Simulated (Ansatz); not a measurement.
`[F][Ti]([F])([F])[Cl]` + CH₄ → `[CH3][Ti]([F])([F])[Cl]` + H–F  (formal exchange of groups at a Ti–F bond)

Computed with Ansatz on PBE0-D4/def2-TZVP structures; ΔE is electronic, products minus reactants. CCSD(T)/CBS is the MP2 limit (def2-TZVPP, def2-QZVPP) plus CCSD(T) − MP2 in def2-TZVPP, frozen cores. This one scheme is used for every species. Functionals use def2-TZVPP. B3LYP here is the variant with VWN-RPA as its local correlation; programs differ in this. For Ti outer-core shells are correlated without core-valence functions, which leaves a few kJ/mol of doubt a bond. Scalar relativity is left out up to krypton.

`[F][Ti]([F])([F])[Cl]`:

Cartesian coordinates in Å:
```
F 0.542 -0.784 -1.487
Ti -0.052 -0.061 -0.024
F -1.633 0.595 -0.313
F -0.153 -1.274 1.214
Cl 1.296 1.524 0.610
```

CH₄:

Cartesian coordinates in Å:
```
C 0.000 0.000 0.000
H -0.232 1.064 0.045
H -0.773 -0.517 -0.569
H 0.040 -0.406 1.010
H 0.965 -0.141 -0.486
```

`[CH3][Ti]([F])([F])[Cl]`:

Cartesian coordinates in Å:
```
C 0.638 0.300 0.809
Ti -0.622 -0.194 -0.705
F -2.184 -0.396 0.046
F -0.572 1.161 -1.805
Cl 0.178 -2.042 -1.563
H 0.273 1.224 1.268
H 0.648 -0.507 1.546
H 1.642 0.454 0.405
```

H–F:

Z-matrix (Å, degrees):
```
F
H 1 0.920
```

(1) Is it downhill or uphill in electronic energy at CCSD(T)/CBS, and by how much? (Estimate.)

(2) What do these levels give: BHLYP-D4, ωB97X-V, B2PLYP, PBE-QIDH, B3LYP, MP2/CBS(def2)? (Estimate.)

(3) What do rigid-rotor, harmonic-oscillator terms from PBE0-D4/def2-TZVP frequencies (298.15 K, 1 bar) make of the CCSD(T)/CBS value? (Best estimate.)

Largest T1 diagnostic among the species: 0.024, so the coupled-cluster value is less sure than usual.

## Answers

(1) Computed: Uphill: ΔE = +174.0 kJ/mol.

(2) Ansatz gave: BHLYP-D4 188.3, ωB97X-V 196.5, B2PLYP 200.4, PBE-QIDH 189.0, B3LYP 201.2, MP2/CBS(def2) 173.0 kJ/mol.

(3) Computed: ΔZPE = -8.1 kJ/mol, ΔH = +168.3 kJ/mol, ΔS = 21 J/(mol·K), ΔG = +162.1 kJ/mol.

From r2SCAN to r2SCAN0 (25 % exact exchange), in def2-TZVPP and without D4, ΔE moves by −12.0 kJ/mol. Leaving LDA and LC-ωPBE aside and taking each functional with its dispersion term where it has one, the values, not all of them listed here, spread over 17.9 kJ/mol, from HSE06-D4 to B97M-V. LDA lies −4.8 kJ/mol from PBE without D4. At CCSD(T), def2-SVP lies +39.5 kJ/mol from the extrapolated value and def2-TZVPP +12.0 kJ/mol.
